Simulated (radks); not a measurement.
Q: Radial electron density D(r) = 4 pi r^2 rho(r) of an atom or ion with 43 electrons. Calculated with a radial shooting solver on a logarithmic mesh with Libxc functionals: Dirac Kohn-Sham, BLYP, spin-unpolarised, spherical densities, finite nucleus; Fermi nuclear charge, rms radius of each element as measured or else 0.836 A^(1/3) + 0.57 fm.

r (bohr)  D(r) (e/bohr)
0.003882          9.987
0.005095          15.02
0.006688          21.87
0.008778          30.48
0.01152           40.16
0.01512           49.26
0.01985           55.28
0.02606           56.04
0.0342            52.02
0.04489           48.09
0.05892           51.11
0.07734           61.89
0.1007            69.62
0.1322            63.11
0.1735            48.51
0.2278            45.98
0.2989            53.87
0.3924            47.66
0.515             26.54
0.676             14.11
0.8874            14.07
1.165             12.71
1.529             7.500
2.007             3.267
2.634             1.184
3.457            0.3394
4.538           0.06420
5.957          0.006445

What is the nuclear charge?

A: Z = 44. The innermost maximum, from 1s, lies near gamma/Z bohr with gamma = sqrt(1 - (Z/c)^2) = 0.947, here 0.0215 bohr (found: 0.0235), and its height grows with Z. The density is that of the ruthenium ion Ru+ in [Kr] 4d7; the configuration itself is not fixed sharply by these data, and Z only to a few units. D(r) has 4 maxima, at r = 0.0235, 0.104, 0.319, 0.954 bohr, and minima at 0.0471, 0.205, 0.750 bohr, inside which lie 2.05, 11.10, 29.13 electrons.
